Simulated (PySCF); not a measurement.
B2H3NO, B2H5NO, B2H3O2, B2FH2O (calculated)

Calculation on a computer-drawn molecule: the log of a Hartree-Fock and frozen-core CCSD(T) single point meant for a local Hartree-Fock minimum, with one planted fault or none, to be diagnosed. Offsets are logged minus clean, where the clean run is the same molecule without the fault. The reference is restricted for singlets and unrestricted otherwise, and also for a bond in bohr or an excited solution. Adding or removing an electron swaps singlet and doublet. The excited solution moves the top pair (singlet) or top alpha electron (doublet) to the lowest empty orbital. Highest occupied and lowest empty are orbital energies over both spins, largest force is the largest gradient component, triples share is (T) over the correlation energy, the T1 limit is 0.02 restricted and 0.045 unrestricted, electrons count all cores, a negative frequency is imaginary (commonest isotopes), and the dipole is about the centre of nuclear charge. Program: PySCF 2.14.0.

Common to all runs: meant multiplicity 1; logged SCF converged yes; logged CC converged yes; logged SCF stable within its kind yes; possible faults no fault, one electron removed, one electron added, multiplicity raised by two, geometry at a saddle point, SCF held on an excited solution, minimal basis STO-3G, one bond length entered in bohr, all coordinates scaled.

(1) B2H3NO

Logged structure:
```xyz
7
B2H3NO
B     -1.2888    -0.6180    -2.1707
O     -0.4907     0.2102    -1.4384
B     -0.0239     0.0652    -0.1991
N      0.4210    -0.0400     0.9401
H     -1.5765    -0.2614    -3.2746
H     -1.6705    -1.6532    -1.7015
H      0.7749    -0.1263     1.8531
```

| Property | Result |
| --- | --- |
| meant charge | 0 |
| meant basis | cc-pVDZ |
| logged electrons | 29 |
| logged basis functions | 71 |
| logged spin squared | 0.7604 |
| logged highest occupied | 1.0145 eV |
| logged lowest empty | 9.2433 eV |
| logged largest force | 0.089835 hartree/bohr |
| logged T1 diagnostic | 0.015845 |
| logged D1 diagnostic | 0.056312 |
| logged triples share | 0.028809 |
| logged dipole magnitude | 6.7831 debye |
| logged energy HF | -180.44479 hartree |
| logged energy CCSD(T) | -181.00124 hartree |
| planted fault | one electron added |
| HF energy offset from clean run | 43.95 kcal/mol |
| CCSD(T) energy offset from clean run | 35.43 kcal/mol |

Drawn bonds:
| atom | other atom | order |
| --- | --- | --- |
| 1 | 2 | 1 |
| 2 | 3 | 1 |
| 3 | 4 | 2 |
| 1 | 5 | 1 |
| 1 | 6 | 1 |
| 4 | 7 | 1 |

Notes: highest electron not bound in this basis.

(2) B2H5NO

Logged structure:
```xyz
9
B2H5NO
B     -1.2678    -0.2579    -1.2414
O     -0.0277    -0.0966    -1.2070
B      0.8514    -0.9467    -0.8154
N      2.0941    -0.6048    -0.8496
H     -1.8928     0.5862    -1.6111
H     -1.7284    -1.2191    -0.9112
H      0.5496    -1.9550    -0.4547
H      2.3717     0.2280    -1.1454
H      2.7763    -1.1678    -0.5826
```

| Item | Value |
| --- | --- |
| meant charge | 0 |
| meant basis | cc-pVDZ |
| logged electrons | 30 |
| logged basis functions | 81 |
| logged spin squared | 0 |
| logged highest occupied | -11.892 eV |
| logged lowest empty | 3.8483 eV |
| logged largest force | 0.082885 hartree/bohr |
| logged T1 diagnostic | 0.012314 |
| logged D1 diagnostic | 0.036956 |
| logged triples share | 0.022863 |
| logged dipole magnitude | 2.2256 debye |
| logged energy HF | -181.6726 hartree |
| logged energy CCSD(T) | -182.23119 hartree |
| planted fault | all coordinates scaled, by -7.3 % |
| HF energy offset from clean run | 36.12 kcal/mol |
| CCSD(T) energy offset from clean run | 45.02 kcal/mol |

Drawn bonds:
| atom | other atom | order |
| --- | --- | --- |
| 1 | 2 | 1 |
| 2 | 3 | 1 |
| 3 | 4 | 1 |
| 1 | 5 | 1 |
| 1 | 6 | 1 |
| 3 | 7 | 1 |
| 4 | 8 | 1 |
| 4 | 9 | 1 |

(3) B2H3O2

Logged structure:
```xyz
7
B2H3O2
B     -1.3127     2.0483    -0.1646
O     -0.3231     1.4446    -0.9661
B      0.2389    -0.0251    -0.7947
O      0.3539    -0.6732     0.3811
H     -2.0162     1.4031     0.7022
H     -1.5599     3.3165    -0.3338
H      0.5834    -0.4613    -1.9894
```

| Quantity | Value |
| --- | --- |
| meant charge | -1 |
| meant basis | aug-cc-pVDZ |
| logged electrons | 30 |
| logged basis functions | 119 |
| logged spin squared | 0 |
| logged highest occupied | -5.1145 eV |
| logged lowest empty | 3.5823 eV |
| logged largest force | 0.082762 hartree/bohr |
| logged T1 diagnostic | 0.022524 |
| logged D1 diagnostic | 0.065686 |
| logged triples share | 0.036068 |
| logged dipole magnitude | 3.7547 debye |
| logged energy HF | -200.9672 hartree |
| logged energy CCSD(T) | -201.61113 hartree |
| planted fault | all coordinates scaled, by +6.6 % |
| HF energy offset from clean run | 17.04 kcal/mol |
| CCSD(T) energy offset from clean run | 7.125 kcal/mol |

Drawn bonds:
| atom | other atom | order |
| --- | --- | --- |
| 1 | 2 | 1 |
| 2 | 3 | 1 |
| 3 | 4 | 1 |
| 1 | 5 | 1 |
| 1 | 6 | 1 |
| 3 | 7 | 1 |

Notes: T1 above single-reference limit.

(4) B2FH2O

Logged structure:
```xyz
6
B2FH2O
B     -0.5805    -1.0229     0.9414
O     -2.0384    -1.1656     1.0284
B     -3.2498    -1.2845     1.1009
F     -4.4816    -1.4054     1.1745
H      0.0159    -1.9903     1.2566
H     -0.2237     0.0377     0.5693
```

| Item | Value |
| --- | --- |
| meant charge | 1 |
| meant basis | cc-pVDZ |
| logged electrons | 28 |
| logged basis functions | 22 |
| logged spin squared | 0 |
| logged highest occupied | -18.536 eV |
| logged lowest empty | -1.1193 eV |
| logged largest force | 0.030672 hartree/bohr |
| logged T1 diagnostic | 0.019354 |
| logged D1 diagnostic | 0.05925 |
| logged triples share | 0.068532 |
| logged dipole magnitude | 0.89439 debye |
| logged energy HF | -221.70173 hartree |
| logged energy CCSD(T) | -221.88794 hartree |
| planted fault | minimal basis STO-3G |
| HF energy offset from clean run | 1858 kcal/mol |
| CCSD(T) energy offset from clean run | 2077 kcal/mol |

Drawn bonds:
| atom | other atom | order |
| --- | --- | --- |
| 1 | 2 | 1 |
| 2 | 3 | 1 |
| 3 | 4 | 1 |
| 1 | 5 | 1 |
| 1 | 6 | 1 |
